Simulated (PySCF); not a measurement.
How methods differ on the ionisation energy of La³³⁺

La³³⁺ [Ar] 3d6 (5D) → La³⁴⁺ [Ar] 3d5 (6S), as a difference of total energies. All numbers are calculated (PySCF 2.14, the spin-free X2C one-electron Hamiltonian (Gaussian nucleus), in an even-tempered Gaussian basis (18 s from 5.3 bohr⁻², ratio 2.5; 12 p from 6.9 bohr⁻², ratio 2.5; 8 d from 6.9 bohr⁻², ratio 2.5; 4 f from 28 bohr⁻², ratio 2.7; 3 g from 42 bohr⁻², ratio 2.7)). Correlated levels: outer shells: [Ne] frozen; virtual orbitals above 40 to 60 times the deepest correlated orbital energy dropped. The calculations carry no spin-orbit coupling.

```csv
method,ionisation energy (eV)
UHF,2158.1
LDA,2160.4
PBE,2161.2
PBE0,2161.0
r2SCAN,2161.2
M06-2X,2161.4
PBEsol,2160.4
MP2 (outer shells),2159.4
SCS-MP2 (outer shells),2159.6
```

Spin-orbit coupling is strong in these open shells (close to jj coupling). The scalar numbers leave it out and a first-order estimate fails, so it can dominate the gap to the real levels.

Breit and QED terms and the two-electron picture change are absent.

For comparison: 2162 ± 5 eV (theoretical estimate listed by NIST; NIST Atomic Spectra Database, ionization energies).
